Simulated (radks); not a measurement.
Results of a calculation; reference values are marked as such.
Question: Valence configurations of Ga I (all share [Ar]). Code: a radial shooting solver on a logarithmic mesh with Libxc functionals. Model: non-relativistic Kohn-Sham, r2SCAN, spin-polarised, spherical densities, point nucleus; open shells are filled with parallel spins first; meta-GGA in the generalised Kohn-Sham scheme. Order these by energy: 3d10 4s1 4p2; 3d9 4s2 4p2; 3d9.5 4s2 4p1.5; 3d10 4s2 4p1; 3d8 4s2 4p3; 3d9.5 4p3.5; 3d9 4p4; 3d10 4p3; 3d10 4s1.5 4p1.5.

Answer: From the lowest, in eV above it: 3d10 4s2 4p1 0.000; 3d10 4s1.5 4p1.5 2.447; 3d10 4s1 4p2 4.218; 3d9.5 4s2 4p1.5 9.388; 3d10 4p3 11.081; 3d9 4s2 4p2 20.362; 3d9.5 4p3.5 22.483; 3d9 4p4 35.472; 3d8 4s2 4p3 47.252. NIST lists [Ar] 3d10 4s2 4p1 as the ground configuration; this level of theory agrees among the configurations tried. The energies are those of spherical high-spin densities, not of single terms.
